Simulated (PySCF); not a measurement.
Screening by computed properties: pick the candidate that meets the target.

Species are written as SMILES; each is one conformer at its optimised geometry, gas phase, non-relativistic unless stated. Electronic properties by PySCF.

Dipoles, sizes and rotational constants follow the conformer. The torsions of the flexible species, by atom-mapped SMILES:
- `[CH3:1][CH2:2]/[CH:3]=[C:4]([F:5])\[C:6]([Cl:7])=[CH:8]/[F:9]`: C1–C2–C3–C4 141°, C3–C4–C6–Cl7 -136°

The conformers of `C1=CC2C3C1C23` and `FC(F)[C@@H]1CC=C(Cl)C1` aren't listed.

Question: Wanted: lowest singlet excitation below 5.6 eV (TDDFT B3LYP/def2-SVPD) and static isotropic polarisability below 82 au (B3LYP/def2-SVPD), at GFN2-xTB geometries. Which candidate meets both?
A. `C1=CC2C3C1C23`
B. `FC(F)[C@@H]1CC=C(Cl)C1`
C. `n1(C)c(Cl)nnc1C`
D. `CC/C=C(\C(Cl)=C/F)F`

Answer: A. Computed values:
| species | lowest singlet excitation | static isotropic polarisability |
| --- | --- | --- |
| CC/C=C(\C(Cl)=C/F)F | 5.16 eV | 90.9 au |
| C1=CC2C3C1C23 | 5.54 eV | 59.6 au |
| n1(C)c(Cl)nnc1C | 5.68 eV | 80.5 au |
| FC(F)[C@@H]1CC=C(Cl)C1 | 6.34 eV | 83.5 au |
